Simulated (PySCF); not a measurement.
An equivalent PySCF input for Zn²⁺ (zinc, charge +2), [Ar] 3d10, closed-shell 1S, with scalar relativity through the core potential:

```python
from pyscf import gto, scf, dft, mp, cc
import basis_set_exchange as bse
txt = bse.get_basis("aug-cc-pwCVTZ-PP", elements=["Zn"], fmt="nwchem", header=False)
cut = txt.index("\nECP")
mol = gto.M(atom="Zn 0 0 0", charge=2, spin=0, symmetry="D2h",
            basis=gto.basis.parse(txt[:cut]),
            ecp={"Zn": gto.basis.parse_ecp(txt[cut:])})
mf = dft.UKS(mol, xc="R2SCAN")
mf.irrep_nelec = {'Ag': (3, 3), 'B1g': (1, 1), 'B2g': (1, 1), 'B3g': (1, 1), 'B1u': (1, 1), 'B2u': (1, 1), 'B3u': (1, 1)}
mf.kernel()
```

It reaches the same state as the run whose output follows, with an energy that differs only through the grid. The run itself started from symmetry-adapted Hartree-Fock orbitals and held the occupation by maximum overlap, on a logarithmic radial grid, so the iterations belong to that start.

```
SCF conv_tol = 1e-09
number electrons alpha = 9  beta = 9
XC functionals = R2SCAN
    J. W. Furness, A. D. Kaplan, J. Ning, J. P. Perdew, and J. Sun.,  J. Phys. Chem. Lett. 11, 8208-8215 (2020)
    J. W. Furness, A. D. Kaplan, J. Ning, J. P. Perdew, and J. Sun.,  J. Phys. Chem. Lett. 11, 9248-9248 (2020)
    J. W. Furness, A. D. Kaplan, J. Ning, J. P. Perdew, and J. Sun.,  J. Phys. Chem. Lett. 11, 8208-8215 (2020)
    J. W. Furness, A. D. Kaplan, J. Ning, J. P. Perdew, and J. Sun.,  J. Phys. Chem. Lett. 11, 9248-9248 (2020)
cycle= 1 E= -225.971301508679  delta_E= -0.00592  |g|= 0.128  |ddm|= 0.173
cycle= 2 E= -225.966120371407  delta_E= 0.00518  |g|= 0.258  |ddm|= 0.0937
cycle= 3 E= -225.973691869217  delta_E= -0.00757  |g|= 0.0181  |ddm|= 0.0592
cycle= 4 E= -225.973736506341  delta_E= -4.46e-05  |g|= 2.06e-05  |ddm|= 0.00456
cycle= 5 E= -225.973736506379  delta_E= -3.83e-11  |g|= 2.4e-06  |ddm|= 8.37e-06
converged SCF energy = -225.973736506379  <S^2> = -1.5987212e-14  2S+1 = 1
```

Energies and moments cover only the electrons outside the core potential.
